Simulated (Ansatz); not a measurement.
Species: SbCl₂, charge 0, multiplicity 2. It need not be the lowest isomer of its formula. 
Structure (B3LYP-D3(BJ)/def2-TZVP (Ansatz, a first-principles code) minimum search):
```
Sb
Cl 1 2.3629
Cl 1 2.3629 2 98.97
```
Charge 0, spin multiplicity 2.

Basis-set convergence of Hartree-Fock and CCSD(T) correlation energies (hartree) with Ansatz. Cores are frozen in the correlated levels unless marked. Open shells are spin-unrestricted. No spin-orbit coupling. The frozen core is the preceding noble-gas configuration, with the filled d and f shells of earlier blocks. Past Kr the def2 sets carry scalar-relativistic core potentials.

| basis | functions | E(HF) | E(corr, CCSD(T)) |
|---|---|---|---|
| def2-SVP | 62 | -1158.03515 | -0.37406 |
| def2-TZVPP | 134 | (withheld) | (withheld) |

Question: Fill in the missing entries.

Answer: 
- def2-TZVPP, E(HF): -1158.36702
- def2-TZVPP, E(corr, CCSD(T)): -0.53184
